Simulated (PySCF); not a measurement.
Species: C₆H₆B₂F₂.
Bonds: B1–C2, C2–C3 (aromatic), C3–C4 (aromatic), C4–C5 (aromatic), C5–C6 (aromatic), C6–B7, B7–F8, B7–F9, C6–C10 (aromatic), C2–C10 (aromatic). Hydrogens: H11, H12 on B1; H13 on C3; H14 on C4; H15 on C5; H16 on C10.

A linear-response calculation (PySCF, def2-SVPD basis, gas phase, vertical, core orbitals frozen in the response) gave these numbers; the functional is withheld.

Orbital energies (eV): HOMO-3 -10.90, HOMO-2 -10.80, HOMO-1 -9.33, HOMO -9.20, LUMO -1.30, LUMO+1 -0.50, LUMO+2 0.82.

```
state  E (eV)       f  main configurations (H = HOMO, L = LUMO)
   S1    4.77   0.023                  H→L (70%), H-1→L+1 (17%)
   S2    5.31   0.180       H-1→L (76%), H→L+1 (12%), H→L (10%)
   S3    5.57  0.0000                  H-2→L (68%), H-3→L (17%)
   S4    5.63  0.0005                  H-3→L (73%), H-2→L (19%)
   S5    6.08   0.198     H→L+1 (43%), H-1→L+1 (29%), H→L (12%)
   S6    6.11   0.608                H-1→L+1 (48%), H→L+1 (37%)
```

Triplets (Tamm–Dancoff): T1 3.60 eV, H-1→L (63%), H→L+1 (13%), H→L (11%); T2 4.03 eV, H→L (80%); T3 4.38 eV, H→L+1 (66%), H-1→L (24%); T4 4.88 eV, H-1→L+1 (86%).

Vertical ionisation energy by ΔSCF with the same functional: 9.85 eV. Mean static polarisability: 97.7 au.

Question: Name the functional.
A. PBE
B. CAM-B3LYP
C. B3LYP
D. HF

Answer: B. CAM-B3LYP is range-separated, 19% exact exchange at short range and 65% at long range (ω = 0.33 bohr⁻¹). In this run −ε(HOMO) = 9.20 eV differs from the ΔSCF value by -0.65 eV, and S1 differs from the orbital gap of 7.90 eV by -3.13 eV. The ratio −ε(HOMO)/IP is 0.93. Small neutral molecules mostly give 0.85 to 0.93 with CAM-B3LYP, 0.5 to 0.7 with PBE, 0.67 to 0.83 with B3LYP; with Hartree–Fock the ratio is 1 or more (Koopmans' value less the relaxation energy is the ΔSCF value).

The calculation used PySCF, TDDFT CAM-B3LYP/def2-SVPD, vertical, gas phase, core orbitals frozen in the response. Isolated species at its PBE0-D3(BJ)/def2-SVP geometry, gas phase.

The values belong to the conformer `[BH2:1][c:2]1[cH:3][cH:4][cH:5][c:6]([B:7]([F:8])[F:9])[cH:10]1`: C5–C6–B7–F8 -2°.
